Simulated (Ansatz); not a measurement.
Ansatz (a program for electronic structure) input (B3LYP-D3(BJ)/def2-TZVP):

Ansatz 0.2 input:
```yaml
crystal:
  periodic: [false, false, false]
  atoms:
    - {symbol: C, position_ang: [1.10126503, -0.42590153, 0.11882443]}
    - {symbol: N, position_ang: [0.05902261, 0.36914836, 0.25462138]}
    - {symbol: C, position_ang: [-1.13701915, 0.20228262, -0.27306636]}
    - {symbol: H, position_ang: [2.03612484, -0.17060416, 0.61036532]}
    - {symbol: H, position_ang: [1.07185192, -1.35069917, -0.47726420]}
    - {symbol: H, position_ang: [-1.39316111, -0.65888258, -0.90885189]}
    - {symbol: H, position_ang: [-1.91344924, 0.93786092, -0.08114727]}
basis:
  gaussian:
    orbitals: def2-TZVP
hamiltonian:
  xc: b3lyp
  dispersion: d3bj
total_charge: -1
phonons: {temperatures: {t_min: 298.15, t_max: 298.15, t_step: 100}}
```

Output:

```
Functional definition: B3LYP
integrals: 0.03 GiB planned
691 factors; their error is unknown
mean field: 0.32 GiB planned
mean field evaluation 1: about -3626.4483 eV, gradient 3.2e1 eV
mean field evaluation 2: about -3625.2561 eV, gradient 3.8e1 eV
mean field evaluation 4: about -3629.0536 eV, gradient 2.1e0 eV
mean field evaluation 8: about -3629.0570 eV, gradient 4.5e-2 eV
mean field -3629.05701393 eV, -133.3653853988 hartree, gradient 3.3e-5 eV, S^2 0.000000; 0 other end points of the search recorded, 0 dependent functions left out
the calculation of the forces begins
reference -3629.05723539 eV, -133.3653935372 hartree; 12, 12 occupied and 105, 105 virtual orbitals, 691 factors
these checks for a lower state are left out or cut short: stability, starts, cluster_reference, orbital_swaps, neighbouring_geometries, increment
integrals: 0.03 GiB planned
691 factors; their error is unknown
mean field: 0.32 GiB planned
mean field evaluation 16: about -3629.0616 eV, gradient 3.9e-1 eV
mean field -3629.05684030 eV, -133.3653790180 hartree, gradient 1.4e-6 eV, S^2 0.000000; 0 other end points of the search recorded, 0 dependent functions left out
the calculation of the forces begins
reference -3629.05706180 eV, -133.3653871580 hartree; 12, 12 occupied and 105, 105 virtual orbitals, 691 factors
these checks for a lower state are left out or cut short: stability, starts, cluster_reference, orbital_swaps, neighbouring_geometries, increment
integrals: 0.03 GiB planned
691 factors; their error is unknown
mean field: 0.32 GiB planned
mean field -3629.05684730 eV, -133.3653792753 hartree, gradient 1.4e-6 eV, S^2 0.000000; 0 other end points of the search recorded, 0 dependent functions left out
the calculation of the forces begins
reference -3629.05706872 eV, -133.3653874123 hartree; 12, 12 occupied and 105, 105 virtual orbitals, 691 factors
these checks for a lower state are left out or cut short: stability, starts, cluster_reference, orbital_swaps, neighbouring_geometries, increment
integrals: 0.03 GiB planned
691 factors; their error is unknown
mean field: 0.32 GiB planned
mean field evaluation 32: about -3629.0618 eV, gradient 4.0e-1 eV
mean field -3629.05692254 eV, -133.3653820401 hartree, gradient 1.3e-6 eV, S^2 0.000000; 0 other end points of the search recorded, 0 dependent functions left out
the calculation of the forces begins
reference -3629.05714407 eV, -133.3653901813 hartree; 12, 12 occupied and 105, 105 virtual orbitals, 691 factors
these checks for a lower state are left out or cut short: stability, starts, cluster_reference, orbital_swaps, neighbouring_geometries, increment
integrals: 0.03 GiB planned
691 factors; their error is unknown
mean field: 0.32 GiB planned
mean field -3629.05688860 eV, -133.3653807928 hartree, gradient 1.3e-6 eV, S^2 0.000000; 0 other end points of the search recorded, 0 dependent functions left out
the calculation of the forces begins
reference -3629.05710998 eV, -133.3653889284 hartree; 12, 12 occupied and 105, 105 virtual orbitals, 691 factors
these checks for a lower state are left out or cut short: stability, starts, cluster_reference, orbital_swaps, neighbouring_geometries, increment
integrals: 0.03 GiB planned
691 factors; their error is unknown
mean field: 0.32 GiB planned
mean field -3629.05690429 eV, -133.3653813697 hartree, gradient 1.3e-6 eV, S^2 0.000000; 0 other end points of the search recorded, 0 dependent functions left out
the calculation of the forces begins
reference -3629.05712579 eV, -133.3653895093 hartree; 12, 12 occupied and 105, 105 virtual orbitals, 691 factors
these checks for a lower state are left out or cut short: stability, starts, cluster_reference, orbital_swaps, neighbouring_geometries, increment
integrals: 0.03 GiB planned
691 factors; their error is unknown
mean field: 0.32 GiB planned
mean field -3629.05689555 eV, -133.3653810484 hartree, gradient 1.3e-6 eV, S^2 0.000000; 0 other end points of the search recorded, 0 dependent functions left out
the calculation of the forces begins
reference -3629.05711698 eV, -133.3653891856 hartree; 12, 12 occupied and 105, 105 virtual orbitals, 691 factors
these checks for a lower state are left out or cut short: stability, starts, cluster_reference, orbital_swaps, neighbouring_geometries, increment
integrals: 0.03 GiB planned
691 factors; their error is unknown
mean field: 0.32 GiB planned
mean field evaluation 64: about -3629.0570 eV, gradient 4.4e-3 eV
mean field -3629.05698053 eV, -133.3653841712 hartree, gradient 2.5e-6 eV, S^2 0.000000; 0 other end points of the search recorded, 0 dependent functions left out
the calculation of the forces begins
reference -3629.05720193 eV, -133.3653923078 hartree; 12, 12 occupied and 105, 105 virtual orbitals, 691 factors
these checks for a lower state are left out or cut short: stability, starts, cluster_reference, orbital_swaps, neighbouring_geometries, increment
integrals: 0.03 GiB planned
691 factors; their error is unknown
mean field: 0.32 GiB planned
mean field -3629.05697820 eV, -133.3653840858 hartree, gradient 2.6e-6 eV, S^2 0.000000; 0 other end points of the search recorded, 0 dependent functions left out
the calculation of the forces begins
reference -3629.05719971 eV, -133.3653922261 hartree; 12, 12 occupied and 105, 105 virtual orbitals, 691 factors
these checks for a lower state are left out or cut short: stability, starts, cluster_reference, orbital_swaps, neighbouring_geometries, increment
integrals: 0.03 GiB planned
691 factors; their error is unknown
mean field: 0.32 GiB planned
mean field -3629.05698225 eV, -133.3653842346 hartree, gradient 1.4e-6 eV, S^2 0.000000; 0 other end points of the search recorded, 0 dependent functions left out
the calculation of the forces begins
reference -3629.05720369 eV, -133.3653923723 hartree; 12, 12 occupied and 105, 105 virtual orbitals, 691 factors
these checks for a lower state are left out or cut short: stability, starts, cluster_reference, orbital_swaps, neighbouring_geometries, increment
integrals: 0.03 GiB planned
691 factors; their error is unknown
mean field: 0.32 GiB planned
mean field -3629.05695662 eV, -133.3653832927 hartree, gradient 1.4e-6 eV, S^2 0.000000; 0 other end points of the search recorded, 0 dependent functions left out
the calculation of the forces begins
reference -3629.05717810 eV, -133.3653914318 hartree; 12, 12 occupied and 105, 105 virtual orbitals, 691 factors
these checks for a lower state are left out or cut short: stability, starts, cluster_reference, orbital_swaps, neighbouring_geometries, increment
integrals: 0.03 GiB planned
691 factors; their error is unknown
mean field: 0.32 GiB planned
mean field evaluation 96: about -3629.0569 eV, gradient 1.4e-6 eV
mean field -3629.05691153 eV, -133.3653816356 hartree, gradient 1.4e-6 eV, S^2 0.000000; 0 other end points of the search recorded, 0 dependent functions left out
the calculation of the forces begins
reference -3629.05713296 eV, -133.3653897730 hartree; 12, 12 occupied and 105, 105 virtual orbitals, 691 factors
these checks for a lower state are left out or cut short: stability, starts, cluster_reference, orbital_swaps, neighbouring_geometries, increment
integrals: 0.03 GiB planned
691 factors; their error is unknown
mean field: 0.32 GiB planned
mean field -3629.05692987 eV, -133.3653823097 hartree, gradient 1.4e-6 eV, S^2 0.000000; 0 other end points of the search recorded, 0 dependent functions left out
the calculation of the forces begins
reference -3629.05715136 eV, -133.3653904492 hartree; 12, 12 occupied and 105, 105 virtual orbitals, 691 factors
these checks for a lower state are left out or cut short: stability, starts, cluster_reference, orbital_swaps, neighbouring_geometries, increment
integrals: 0.03 GiB planned
691 factors; their error is unknown
mean field: 0.32 GiB planned
mean field -3629.05701568 eV, -133.3653854631 hartree, gradient 1.4e-6 eV, S^2 0.000000; 0 other end points of the search recorded, 0 dependent functions left out
the calculation of the forces begins
reference -3629.05723713 eV, -133.3653936014 hartree; 12, 12 occupied and 105, 105 virtual orbitals, 691 factors
these checks for a lower state are left out or cut short: stability, starts, cluster_reference, orbital_swaps, neighbouring_geometries, increment
integrals: 0.03 GiB planned
691 factors; their error is unknown
mean field: 0.32 GiB planned
mean field -3629.05699287 eV, -133.3653846249 hartree, gradient 1.4e-6 eV, S^2 0.000000; 0 other end points of the search recorded, 0 dependent functions left out
the calculation of the forces begins
reference -3629.05721434 eV, -133.3653927635 hartree; 12, 12 occupied and 105, 105 virtual orbitals, 691 factors
Total energy: -3629.21579286 eV, -133.3712204168 hartree
Atom 0 at     1.101265    -0.425902     0.118824 Å, force     0.000109    -0.000399    -0.000214 eV/Å
Atom 1 at     0.059023     0.369148     0.254621 Å, force     0.000072     0.000453     0.000313 eV/Å
Atom 2 at    -1.137019     0.202283    -0.273066 Å, force    -0.000221    -0.000306    -0.000272 eV/Å
Atom 3 at     2.036125    -0.170604     0.610365 Å, force     0.000055     0.000023     0.000034 eV/Å
Atom 4 at     1.071852    -1.350699    -0.477264 Å, force     0.000060     0.000076     0.000069 eV/Å
Atom 5 at    -1.393161    -0.658883    -0.908852 Å, force    -0.000031     0.000101     0.000053 eV/Å
Atom 6 at    -1.913449     0.937861    -0.081147 Å, force    -0.000044     0.000051     0.000017 eV/Å
Dipole moment:    -0.013487    -0.084351    -0.058182 e Å
Vibrations: 373.37 424.86 435.39 615.76 734.44 1100.23 1148.06 1216.55 1458.00 1482.93 1509.16 2920.04 2946.52 3099.75 3106.27 cm⁻¹, zero-point energy 1.399245 eV
```

It need not be the lowest isomer of its formula. Whether it binds its extra electron was not tested at this geometry.
